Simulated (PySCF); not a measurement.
CH8O3Si2, SMILES C[Si](O)(O)[SiH2]O. Atoms are numbered in the order given.

```xyz
14

C      2.2237     0.4598     0.8257
Si     0.5701    -0.2928     0.3759
O     -0.4399    -0.0781     1.6942
O      0.7430    -1.9019    -0.0639
Si    -0.6960     0.6842    -1.3338
O     -2.1814     0.6486    -0.5125
H      2.1219     1.5396     1.0200
H      2.9639     0.3162     0.0223
H      2.6211    -0.0063     1.7439
H     -1.3649     0.0326     1.4071
H      1.1589    -2.4780     0.5945
H     -0.7749    -0.0611    -2.6247
H     -0.3147     2.0906    -1.6739
H     -2.9639     0.9781    -0.9762
```
Charge 0, spin multiplicity 1.

Geometry: TPSSh-D3(BJ)/def2-SVP. This is a generated structure with no PubChem entry under its InChIKey; it may be hypothetical. The values are those of a single conformer.

These are TDA-CAM-B3LYP/def2-SVPD (PySCF) values and carry that method's errors.

Vertical excitations. 

| state | energy (eV) | λ (nm) | f | main pairs |
|---|---|---|---|---|
| S1 | 6.27 | 198 | 0.024 | HOMO→LUMO 89 % |
| S2 | 6.92 | 179 | 0.000 | HOMO−1→LUMO 84 % |
| S3 | 7.22 | 172 | 0.033 | HOMO→LUMO+1 69 % |
| S4 | 7.55 | 164 | 0.118 | HOMO→LUMO+2 56 %, HOMO→LUMO+1 20 %, HOMO→LUMO+3 13 % |
| S5 | 7.79 | 159 | 0.011 | HOMO−2→LUMO 59 %, HOMO−3→LUMO+1 11 % |
| S6 | 7.89 | 157 | 0.047 | HOMO−3→LUMO+1 25 %, HOMO−3→LUMO 20 %, HOMO→LUMO+3 17 %, HOMO−2→LUMO 9 % |
| T1 | 5.61 | 221 | 0 | HOMO→LUMO 80 % |
| T2 | 6.40 | 194 | 0 | HOMO→LUMO+2 33 %, HOMO→LUMO+3 28 %, HOMO→LUMO+1 15 %, HOMO→LUMO+6 11 % |
Triplets are in the Tamm–Dancoff approximation.
